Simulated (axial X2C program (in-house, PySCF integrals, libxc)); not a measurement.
LiTc⁺: properties at the nuclei

Computed with an in-house all-electron X2C program for linear molecules (integrals from PySCF): two-component X2C with atomic mean-field Coulomb and Gaunt terms, Gaussian nuclei, basis Tc dyall-cv3z, Li dyall-cv3z with contracted cores.

R = 2.823 Å (near the PBE0 minimum at charge 1 of the determinant lowest at the starting distance; the state shown can have its own minimum elsewhere).

Input and command:
```json
{"zs": [43, 3], "q": 1, "bas": ["dyall-cv3z", "dyall-cv3z"], "r0": 2.61, "levels": ["PBE0", "HF", "BHandHLYP", "LDA", "PBE50"], "nst": 3}
```
```bash
python soeom.py task.json out
```

Keys: zs atomic numbers; q charge; bas basis sets; r0 starting distance in Å; levels methods; nst determinants followed.

Determinant lowest in the PBE0 search, Ω = 5/2 (⟨Sz⟩ = 2.50, ⟨Lz⟩ = 0.00 at PBE0), spin on the atoms Tc 2.53, Li -0.03:

```tsv
level	Eeff magnitude (GV/cm)	Ws magnitude Tc (kHz)	A∥/gI Tc (MHz)	qzz Tc (a.u.)	A∥/gI Li (MHz)	qzz Li (a.u.)
PBE0	0.667	0.105	607	-1.37	-3.72	-0.02
HF	3.43	0.726	353	-0.58	-17.5	-0.02
BHandHLYP	0.105	0.0502	357	-0.74	-6.06	-0.02
LDA	0.647	0.112	747	-1.73	-2.18	-0.02
PBE50	0.0921	0.0228	494	-0.98	-6.32	-0.02
```

Eeff is the effective electric field on the electron electric dipole moment in this Ω state and Ws the scalar–pseudoscalar constant of the nucleus named (defined with the proton number Z and per Ω); A∥ (defined per Ω) follows by multiplying with gI = μI/(I μN); qzz is the electric field gradient, eQq0 = 234.96 MHz × Q/barn × qzz. The operators were transformed with the bare-nucleus X2C matrices; with these basis sets, hyperfine constants and field gradients can be off by tens of per cent, and where levels differ in sign neither size nor sign is settled.

Each state is one determinant with collinear spin, which with several unpaired electrons need not be a pure state. Unrestricted Hartree–Fock can overshoot spin polarisation at the nuclei. In the state Ω = 5/2 the sign of Eeff differs between levels (HF, BHandHLYP against PBE0). This is the top spin component of a Σ state; components of lower Ω are not single determinants and can lie lower. With several open shells hyperfine constants can be off by a factor of several. Where Eeff spreads by more than a factor of two the levels disagree and none is to be relied on. The search compared states at one distance, so a state with another bond length can lie lower. The sign of Ws at Tc differs between levels in the first state. Further determinants of the search, some of them spin-mixed, are not shown. Where a field gradient or hyperfine factor spreads by more than a factor of two over the levels, a constant derived from it is not to be relied on.
